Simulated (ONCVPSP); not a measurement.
**manganese (Mn): variants of one ONCV potential**

Base potential:

* Element: manganese
* Generator: ONCVPSP 4.0.1
* Type: optimised norm-conserving Vanderbilt (ONCV)
* Functional: PBE
* Relativity: scalar-relativistic
* Frozen core: [Ar]
* Valence charge: 7
* Reference configuration: 3d5 4s2
* Partial waves: 4s: rc 2.75 bohr, ncon 4, nbas 9, qcut 1.9 1/bohr, 2 projectors, debl 2 Ha; p scattering state at 0.39 Ha: rc 2.05 bohr, ncon 3, nbas 7, qcut 4.7 1/bohr, 2 projectors, debl 1.3 Ha; 3d: rc 1.20 bohr, ncon 4, nbas 8, qcut 11.8 1/bohr, 1 projector
* Local potential: polynomial inside 0.80 bohr (lpopt 5, dvloc0 1 Ha)
* Core correction: Teter function, fcfact 5.75, rcfact 1.6

All-electron outer shells of the reference configuration (PBE, scalar-relativistic, ld1.x):

```
shell  level (eV)  outermost node (bohr)  outermost maximum (bohr)
   3p      -54.59                   0.31                      0.75
   3d       -6.77                      –                      0.76
   4s       -5.11                   1.05                      2.51
```

Cutoffs, loose and tight: the cutoffs (Ha) at which the residual kinetic energy of the hardest occupied pseudo-wave falls to 1 and 0.1 mHa per electron. They do not see the model core or the augmentation charge, which bear on the density cutoff. Test errors are all-electron minus pseudo excitation energies from the reference, over the configurations 3d5 4s1; 3d5 4s0; 3d4 4s0; 3d4 4s2. A dash means not determined; rows that change the core or the reference have their own tests.

A true bound ghost makes a file unfit for plane-wave use even where its test errors are small: the radial tests pick states by their node count and pass the ghost by.

| change | outcome | cutoff, loose | cutoff, tight | bound ghosts | GHOST(+) flags above zero | largest test error (meV) |
| --- | --- | --- | --- | --- | --- | --- |
| base | generated | 58 Ha | 65 Ha | s | s, p | -1056 |
| s: qcut 1.2 | generated | 58 Ha | 65 Ha | s | s, p | -1151 |
| s: qcut 1.3 | generated | 58 Ha | 65 Ha | s | s, p | -1148 |
| s: qcut 1.6 | generated | 58 Ha | 65 Ha | s | s, p | -1121 |
| s: qcut 1.7 | generated | 58 Ha | 65 Ha | s | s, p | -1102 |
| s: qcut 2 | generated | 58 Ha | 65 Ha | s | s, p | -1034 |
| s: qcut 2.3 | generated | 58 Ha | 65 Ha | s | s, p | -952 |
| s: qcut 2.4 | generated | 58 Ha | 65 Ha | s | s, p | -928 |
| s: qcut 2.6 | generated | 58 Ha | 65 Ha | s | s, p | -884 |
| s: qcut 2.9 | generated | 58 Ha | 65 Ha | s | p | -827 |

Reading the sweep of the qcut of the s channel (base included, trends over the rows without a ghost): Bound ghosts are found at 1.2, 1.3, 1.6, 1.7, 1.9, 2, 2.3, 2.4, 2.6, 2.9 1/bohr. Every judged row has one, so this setting neither creates nor removes them.
